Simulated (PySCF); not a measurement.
Pd²⁺ (palladium, charge +2) across methods

[Kr] 4d8, high-spin 3F determinant. Computed with PySCF 2.14 in x2c-TZVPPall (8s6p6d2f1g, 79 functions), with scalar relativity by spin-free X2C-1e.

| method | E (hartree) | mean ε 4p β (eV) | mean ε 4d α (eV) | mean ε 4d β (eV) | Σ⟨r²⟩ (bohr²) | ⟨S²⟩ |
| --- | --- | --- | --- | --- | --- | --- |
| LDA | -5038.85 | -75.382 | -28.190 | -26.922 | 30.48 | 2.000 |
| wB97M-V | -5043.90 | -81.377 | -32.449 | -31.229 | 30.33 | 2.001 |
| PBE0 | -5043.92 | -78.756 | -30.017 | -28.666 | 30.23 | 2.001 |
| UHF | -5041.87087 | -88.385 | -35.110 | -33.332 | 30.03 | 2.004 |
| r2SCAN0 | -5044.24 | -79.529 | -30.280 | -28.881 | 30.10 | 2.002 |
| PBE | -5043.83 | -75.121 | -27.998 | -26.766 | 30.42 | 2.001 |
| wB97X-V | -5043.97 | -81.130 | -32.420 | -31.238 | 30.25 | 2.001 |
| r2SCAN | -5044.25 | -76.249 | -28.328 | -27.023 | 30.19 | 2.001 |
| B97-3 | -5043.93 | -79.017 | -29.995 | -28.776 | 30.19 | 2.001 |
